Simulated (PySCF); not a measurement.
# Ru: excitation energy

Ru [Kr] 4d7 5s1 (5F) → Ru [Kr] 4d8 (3F), as a difference of total energies. Calculation: PySCF 2.14, in ANO-RCC-VTZP; the spin-free X2C one-electron Hamiltonian (Gaussian nucleus). Correlated levels: valence and next inner shell: [Ar] 3d10 frozen. The calculations carry no spin-orbit coupling.

```json
{"method": "UHF", "excitation energy (cm⁻¹)": "18467"}
{"method": "MP2 (valence and next inner shell)", "excitation energy (cm⁻¹)": "9039.3"}
{"method": "SCS-MP2 (valence and next inner shell)", "excitation energy (cm⁻¹)": "8118.3"}
{"method": "CCSD (valence and next inner shell)", "excitation energy (cm⁻¹)": "11727"}
{"method": "CCSD(T) (valence and next inner shell)", "excitation energy (cm⁻¹)": "10872"}
```

A first-order spin-orbit estimate (lowest level to lowest level, LS coupling) adds 0.012 eV.
